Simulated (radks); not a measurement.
Coulomb parameter of the 4d shell of the silver ion Ag+ in the model configuration [Kr] 4d9 5p1, as a second difference U = [E(n + 0.5) + E(n - 0.5) - 2 E(n)] / (0.5)^2 with all orbitals relaxed. "Bare": the charge of the atom changes with n. "Screened": the 5p shell takes up the change at fixed total charge, which measures U(4d,4d) + U(5p,5p) - 2 U(4d,5p). Method: scalar-relativistic Kohn-Sham, PBEsol, spin-unpolarised, spherical densities, finite nucleus; Fermi nuclear charge, rms radius 4.5454 fm; computed with a radial shooting solver on a logarithmic mesh with Libxc functionals.

| case | configuration | E - E(n) (eV) |
|---|---|---|
| start | [Kr] 4d9 5p1 | 0.000 |
| bare +0.5 | [Kr] 4d9.5 5p1 | -8.843 |
| bare -0.5 | [Kr] 4d8.5 5p1 | 11.986 |
| screened +0.5 | [Kr] 4d9.5 5p0.5 | -5.922 |
| screened -0.5 | [Kr] 4d8.5 5p1.5 | 6.760 |

U(bare) = 12.571 eV, U(screened by 5p) = 3.354 eV, against the Slater integral F0(4d,4d) = 18.703 eV with frozen orbitals.
